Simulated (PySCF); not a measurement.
CH₃S, SMILES [CH2]S, multiplicity 2.

Geometry optimised at PBE0-D3(BJ)/def2-TZVP. The isomer is the one that the SMILES or the coordinates give; other isomers of the formula were not compared.

Method: PySCF with PBE0-D3(BJ)/def2-TZVP.

Frequencies are harmonic and unscaled.

| mode | ν (cm⁻¹) | IR (km/mol) | moving atoms (share of kinetic energy) |
|---|---|---|---|
| 1 | 100 | 21.4 | H 86 %, C 12 % |
| 2 | 349 | 71.2 | H 90 %, C 10 % |
| 3 | 783 | 3.9 | H 85 % |
| 4 | 868 | 3.3 | C 54 %, S 24 %, H 22 % |
| 5 | 1071 | 6.2 | H 82 %, C 14 % |
| 6 | 1405 | 0.7 | H 89 %, C 11 % |
| 7 | 2716 | 0.2 | H 97 % |
| 8 | 3198 | 1.6 | H 96 % |
| 9 | 3326 | 0.2 | H 89 %, C 11 % |
